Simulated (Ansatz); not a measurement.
`BB1CN1` + `CBS` → `BSBC` + `B1CN1` at 400 K and 1 bar (cleavage of the B–B bond).

Computed with Ansatz on PBE0-D4/def2-TZVP structures; ΔE is electronic, products minus reactants. CCSD(T)/CBS adds triple-zeta CCSD(T) − MP2 to the extrapolated MP2 energy (def2 sets, frozen cores). This one scheme is used for every species. One conformer a species, not always the lowest.

```json
{"species": "`BB1CN1`", "CCSD(T)/CBS energy (Eh)": "-145.29038", "H − E (kJ/mol)": "198.0", "S (J/(mol·K))": "321.6"}
{"species": "`CBS`", "CCSD(T)/CBS energy (Eh)": "-463.66090", "H − E (kJ/mol)": "177.9", "S (J/(mol·K))": "309.0"}
{"species": "`BSBC`", "CCSD(T)/CBS energy (Eh)": "-489.06011", "H − E (kJ/mol)": "218.3", "S (J/(mol·K))": "354.1"}
{"species": "`B1CN1`", "CCSD(T)/CBS energy (Eh)": "-119.91915", "H − E (kJ/mol)": "159.9", "S (J/(mol·K))": "273.3"}
```

H − E and S are ideal-gas, rigid-rotor, harmonic terms from PBE0-D4/def2-TZVP, for one conformer and one mirror image of each species. 1 Eh = 2625.50 kJ/mol, R = 8.31446 J/(mol·K).

**Question.** By hand: ΔE, ΔH, ΔS and ΔG.

**Answer.** ΔE = (-489.06011) + (-119.91915) − (-145.29038) − (-463.66090) = -0.02798 Eh = -73.5 kJ/mol. Δ(H − E) = 218.3 + 159.9 − 198.0 − 177.9 = 2.3, so ΔH = -71.2 kJ/mol. ΔS = 354.1 + 273.3 − 321.6 − 309.0 = -3.2 J/(mol·K). ΔG = -71.2 − 400 × (-3.2)/1000 = -69.9 kJ/mol.

**Question.** By hand: the equilibrium constant, and the temperature at which ΔG would vanish if ΔH and ΔS stayed fixed.

**Answer.** log₁₀ K = −ΔG/(RT ln 10) = 9.1. ΔG = 0 at ΔH/ΔS = 22250 K, far beyond where these terms or the molecules hold.

The number of gas molecules stays the same, so ΔS is small and ΔH decides. A doubt of 5 kJ/mol in ΔE shifts log₁₀ K by 0.7 here. Other conformers and mirror images would add mixing entropy, several J/(mol·K) or more a flexible species. These are equilibria of isolated gas molecules and say nothing of rates. Largest T1 diagnostic: 0.015 (customary marks: 0.02 for closed shells, 0.045 for open ones).
